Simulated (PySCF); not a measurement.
Atom-mapped SMILES (the numbers label the heavy atoms): `[CH:1]#[C:2][C@@H:3]1[CH2:4][CH2:5][C@H:6]1[C:7]#[N:8]`. Hydrogens are named by the atom that carries them. Ha(C4), Ha(C5) are cis to C2 on the ring; Hb(C4), Hb(C5) are trans to C2 on the ring.

Geometry: GFN2-xTB; GIAO absolute shieldings from PySCF 2.14.0 with density-fitted response routines, gas phase, non-relativistic, averaged over equivalent atoms.

At PBE/6-31G-J (124 basis functions, 21 s wall time on 1 thread of an AMD EPYC 9R14, shared host):
```json
{"atoms": "C7", "σ (ppm)": "67.2"}
{"atoms": "C2", "σ (ppm)": "103.3"}
{"atoms": "C1", "σ (ppm)": "116.7"}
{"atoms": "C3", "σ (ppm)": "157.4"}
{"atoms": "C6", "σ (ppm)": "159.4"}
{"atoms": "C4", "σ (ppm)": "160.6"}
{"atoms": "C5", "σ (ppm)": "163.9"}
{"atoms": "N8", "σ (ppm)": "-17.3"}
{"atoms": "H(C3)", "σ (ppm)": "29.42"}
{"atoms": "H(C6)", "σ (ppm)": "29.82"}
{"atoms": "Hb(C4)", "σ (ppm)": "30.36"}
{"atoms": "Ha(C5)", "σ (ppm)": "30.42"}
{"atoms": "Hb(C5)", "σ (ppm)": "30.50"}
{"atoms": "Ha(C4)", "σ (ppm)": "30.58"}
{"atoms": "H(C1)", "σ (ppm)": "31.11"}
```

What do these become at PBE0/6-31++G**?

## Answers


| atoms | σ at PBE0/6-31++G** | change |
| --- | --- | --- |
| C7 | 83.3 | +16.1 |
| C2 | 114.8 | +11.5 |
| C1 | 126.9 | +10.2 |
| C3 | 168.3 | +10.9 |
| C6 | 169.9 | +10.5 |
| C4 | 171.7 | +11.1 |
| C5 | 174.8 | +10.9 |
| N8 | 8.6 | +25.9 |
| H(C3) | 28.46 | -0.96 |
| H(C6) | 28.83 | -0.99 |
| Hb(C4) | 29.36 | -1.00 |
| Ha(C5) | 29.47 | -0.95 |
| Hb(C5) | 29.49 | -1.01 |
| Ha(C4) | 29.60 | -0.98 |
| H(C1) | 29.81 | -1.30 |

The largest change is at N8 (nitrile nitrogen). Cost: 186 basis functions, 17 s wall time on 1 thread of an AMD EPYC 9R14, shared host. The order of the carbon signals is the same at both levels.
